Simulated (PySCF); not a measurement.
**Cs₂⁺ at CAM-B3LYP**

Level: CAM-B3LYP. Cs def2-SVPD with ECP46; scalar-relativistic core potentials (PySCF 2.14).

```
state                          : ²Σg⁺ (doublet), unpaired electrons σ ↑
bond length                    : 5.416 Å
harmonic wavenumber            : 29.1 cm⁻¹
force constant                 : 0.0333 mdyn/Å
rotational constant Be         : 0.008648 cm⁻¹
anharmonicity ωexe             : 0.0425 cm⁻¹
vibration–rotation constant αe : 1.97e-05 cm⁻¹
well depth De to Cs⁺ + Cs      : 0.65 eV
dissociation energy D0         : 0.65 eV
bond order (Mayer)             : 0.50
```

Spin–orbit coupling is left out. The state is the lowest determinant that a PBE0 search found; another state may lie lower at other levels.
